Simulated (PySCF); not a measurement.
Correlation energy of Ru (ruthenium, neutral)

[Kr] 4d7 5s1, high-spin 5F determinant. Calculation: PySCF 2.14, in aug-cc-pwCVDZ-PP with ECP28MDF (6s6p5d3f, 70 functions); scalar relativity through the core potential. Frozen: 4s2 4p6; 8 electrons correlated.

| level | correlation energy (mhartree) |
| --- | --- |
| CCSD | -182.67 |
| (T) | -6.27 |
| CCSD(T) | -188.94 |

Diagnostics: T1 = 0.017, D1 = 0.0571, largest double amplitude 0.021.

Cost of the coupled-cluster step: about 11 core-seconds, for 8 correlated electrons.
